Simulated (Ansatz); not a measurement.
Mulliken charges of CH$_{5}$AuO$_{2}$, SMILES `C[O][Au-][OH2+]` from PBE/def2-TZVPP in Ansatz (PBE0-D4/def2-TZVP geometry).

```tsv
atom	x (Å)	y (Å)	z (Å)	charge (e)
C1	-0.369	2.014	0.128	-0.109
O2	-0.378	1.030	-0.864	-0.418
Au3	0.086	-0.770	-0.307	0.051
O4	0.579	-2.780	0.198	-0.246
H5	-0.652	2.962	-0.348	0.081
H6	-1.091	1.826	0.937	0.081
H7	0.618	2.161	0.590	0.081
H8	-0.145	-3.372	-0.036	0.239
H9	1.353	-3.070	-0.297	0.239
```

Task: By hand: the dipole of these point charges (1 e Å = 4.8032 D).

Result: Σ q r = (0.258, -0.982, 0.299) e Å, of length 1.058 e Å = 5.08 D.

Task: How does the dipole of the full density compare? (Estimate.)

Result: Ansatz gave: (0.259, -1.119, 0.163) e Å, 5.57 D; the point charges give 0.91 times that, at 8° from its direction.

Point charges leave out the atoms' own dipoles, such as those of lone pairs, and Mulliken's split depends on the basis, so the close match here is no proof of good charges.
